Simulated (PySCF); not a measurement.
# Finite-field polarisability of K (potassium, neutral)

[Ar] 4s1, 2S determinant. All numbers are calculated (PySCF 2.14, the non-relativistic Hamiltonian (point nucleus), in def2-TZVPPD). Frozen: [Ne]. Energy changes in a uniform field (μhartree):

```json
{"axis": "x", "F (au)": "0.0007", "HF": "-101.135", "MP2": "-71.838", "CCSD": "-77.892", "CCSD(T)": "-76.472"}
{"axis": "x", "F (au)": "0.0014", "HF": "-403.481", "MP2": "-287.731", "CCSD": "-311.292", "CCSD(T)": "-305.683"}
```

Problem. Derive α along x at CCSD(T) from the two fields.

Solution. With ΔE = −αF²/2 − γF⁴/24, α = −(16 ΔE(F) − ΔE(2F))/(6F²) = 312.2 bohr³.

Problem. And the mean polarisability at each level?

Solution. HF 413.2, MP2 293.1, CCSD 318.0, CCSD(T) 312.2 bohr³. Reference: 289.7 ± 0.3 bohr³ (recommended; Schwerdtfeger and Nagle, table of static dipole polarizabilities (2023 update)).

CCSD(T) lies more than 5 % above the reference; correlation of the frozen inner shells, absent here, would lower it.
